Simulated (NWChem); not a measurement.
System: SiHI$_{2}$, doublet; SMILES I[SiH]I

Results from NWChem. Spin-unrestricted. Medium grid unless said otherwise, to which SCAN and Minnesota functionals are sensitive. In the optimisation the excess spin sits in a' (Cs, its own frame). Structure relaxed at the PBE-D3(BJ)/def2-SVP, spin-unrestricted level. No stability test was run on the SCF state. def2 effective core potentials on I; no spin-orbit coupling.

Task: Order these by “highest occupied level (eV)”, lowest first: MPW1K/def2-SVP; PW6B95/def2-SVP; PBE/def2-SVP; N12/def2-SVP; LC-BLYP (range parameter 0.33 per bohr)/def2-SVP.

Result: LC-BLYP (range parameter 0.33 per bohr)/def2-SVP (-8.59), MPW1K/def2-SVP (-7.47), PW6B95/def2-SVP (-6.57), PBE/def2-SVP (-5.48), N12/def2-SVP (-5.12)
